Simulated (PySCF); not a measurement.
Shifts of the heteroatoms

Geometry (Å), atoms numbered from 1 in this order:
```xyz
21

C     2.747    2.325    0.120
C     1.762    1.343    0.527
C     0.940    0.511    0.875
Si   -0.311   -0.737    1.363
O     0.045   -2.187    0.632
Si    0.466   -2.809   -0.846
C    -1.976   -0.118    0.827
C    -2.277    1.363    0.820
C    -2.124    0.637   -0.473
H     3.014    2.199   -0.941
H     2.364    3.349    0.253
H     3.669    2.229    0.714
H    -0.249   -0.973    2.831
H     0.912   -4.218   -0.652
H     1.575   -2.016   -1.457
H    -0.705   -2.792   -1.776
H    -2.818   -0.769    1.092
H    -3.279    1.676    1.128
H    -1.479    2.051    1.116
H    -1.223    0.832   -1.064
H    -3.019    0.442   -1.070
```

No solvent, a single conformation, fast rotation and ring inversion assumed for equivalent nuclei, non-relativistic Hamiltonian. σ from GIAO-PBE0/pcSseg-1; structure optimised with PBE0-D3(BJ)/def2-SVP; PySCF.

(1) Where does 29Si resonate?

(2) Where does 17O resonate?

## Answers

(1) 
```tsv
atoms	environment	σ (ppm)	δ (ppm)
Si4	silicon bonded to 2 C, O, H	376.9	-34.4
Si6	silicon bonded to O, 3 H	392.2	-47.1
```

Shieldings were converted by a linear fit to measured shifts: 29Si (scatter 9.7 ppm rms, 23.4 ppm with the 5 outliers that the fit left out vs TMS, solution or neat liquid). Occasional misses reach two or three times the rms, and more in compound classes unlike the fitted ones.

On a 300 MHz spectrometer 29Si resonates near 59.6 MHz, so 1 ppm is 59.6 Hz.

(2) 
| atoms | environment | σ (ppm) | δ (ppm) |
| --- | --- | --- | --- |
| O5 | oxygen bonded to 2 Si | 304.3 | -7.3 |

Shieldings were converted by a linear fit to measured shifts: 17O: δ = 264.06 − 0.892σ (rms 13.4 ppm, 147 shifts, 14.2 ppm with the 1 outlier that the fit left out vs liquid water, solution or neat liquid). Occasional misses reach two or three times the rms, and more in compound classes unlike the fitted ones.

On a 500 MHz spectrometer 17O resonates near 67.8 MHz, so 1 ppm is 67.8 Hz.
